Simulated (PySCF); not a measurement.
# Polarisability and C₆ of Xe³⁺ (xenon, charge +3)

[Kr] 4d10 5s2 5p3, high-spin 4S determinant. All numbers are calculated (PySCF 2.14, scalar relativity through the core potential, in aug-cc-pVTZ-PP with one added diffuse shell each of d, f type with ECP28MDF (6s5p5d3f, 67 functions)). Coupled (time-dependent) response in atomic units; α is the mean over directions.

| method | mean α (bohr³) | C₆ (like pair) | S(−4) |
| --- | --- | --- | --- |
| UHF | 9.733 | 55.08 | 19.05 |
| PBE | 9.426 | 53.10 | 16.83 |
| PBE0 | 9.452 | 53.25 | 17.03 |
| PW91 | 9.413 | 52.97 | 16.82 |
| M06 | 9.398 | 52.20 | 17.02 |

S(−4) is the Cauchy moment in α(ω) = α(0) + S(−4) ω² + …

α(iu) at PW91:

```json
{"u (hartree)": "0", "α(iu) (bohr³)": "9.413"}
{"u (hartree)": "0.0500", "α(iu) (bohr³)": "9.372"}
{"u (hartree)": "0.100", "α(iu) (bohr³)": "9.249"}
{"u (hartree)": "0.200", "α(iu) (bohr³)": "8.790"}
{"u (hartree)": "0.300", "α(iu) (bohr³)": "8.126"}
{"u (hartree)": "0.500", "α(iu) (bohr³)": "6.581"}
{"u (hartree)": "0.750", "α(iu) (bohr³)": "4.866"}
{"u (hartree)": "1.00", "α(iu) (bohr³)": "3.628"}
{"u (hartree)": "1.50", "α(iu) (bohr³)": "2.196"}
{"u (hartree)": "2.00", "α(iu) (bohr³)": "1.480"}
{"u (hartree)": "3.00", "α(iu) (bohr³)": "0.8231"}
{"u (hartree)": "5.00", "α(iu) (bohr³)": "0.3720"}
```

A single London oscillator, α(iu) = α/(1 + u²/ω²), gives C₆ = (3/4) ω α². Matching the computed C₆ needs ω = 4 × 52.97 / (3 × 9.413²) = 0.797 hartree.

For an ion, C₆ is the dispersion term alone; charge-induced terms of lower order in 1/R come first.

Energies and moments cover only the electrons outside the core potential.
